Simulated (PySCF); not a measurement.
## TlI: mean field, correlation and small terms against distance

State: ¹Σ⁺, singlet, closed shell. RHF-based CCSD(T) in PySCF 2.14 with Tl cc-pwCVDZ-PP with ECP60, I aug-cc-pVDZ-PP with ECP28 and Tl cc-pwCVTZ-PP with ECP60, I aug-cc-pVTZ-PP with ECP28 (frozen core orbitals: 13; scalar-relativistic core potentials). Correlation energies are extrapolated as n⁻³ (n = 2, 3), Hartree–Fock as (n+1)·exp(−9√n). CV is the change on freezing 8 orbitals instead, in Tl cc-pwCVTZ-PP with ECP60, I cc-pwCVTZ-PP with ECP28. All energies in eV from Tl + I.

| R (Å) | HF/CBS | CCSD corr. | (T) | CV | total |
| --- | --- | --- | --- | --- | --- |
| 2.5195 | -1.880 | -0.984 | -0.1442 | -0.0855 | -3.094 |
| 2.6340 | -2.247 | -0.943 | -0.1424 | -0.0707 | -3.403 |
| 2.7485 | -2.440 | -0.905 | -0.1406 | -0.0591 | -3.544 |
| 2.8630 | -2.513 | -0.869 | -0.1386 | -0.0500 | -3.570 |
| 2.9776 | -2.503 | -0.837 | -0.1365 | -0.0429 | -3.518 |
| 3.1207 | -2.414 | -0.799 | -0.1336 | -0.0363 | -3.384 |
| 3.2639 | -2.275 | -0.767 | -0.1307 | -0.0316 | -3.203 |

A fit to the total gives Re = 2.8372 Å, De = 3.573 eV, ωe = 149.3 cm⁻¹, Be = 0.02672 cm⁻¹ (masses 204.9744 and 126.9045 u).

Question: At R = 2.8630 Å the CCSD correlation energy is -0.429286 hartree in the smaller basis and -0.589666 in the larger. Extrapolate it.

Answer: (3³·E3 − 2³·E2)/(3³ − 2³) = -0.65719 hartree; the larger basis holds 89.7 % of it.

The T1 diagnostic is 0.015. The open-shell atoms are computed with UHF. Spin–orbit coupling, excitations beyond (T) and corrections to the Born–Oppenheimer picture are left out, and spin–orbit coupling matters for open p, d or f shells this heavy.
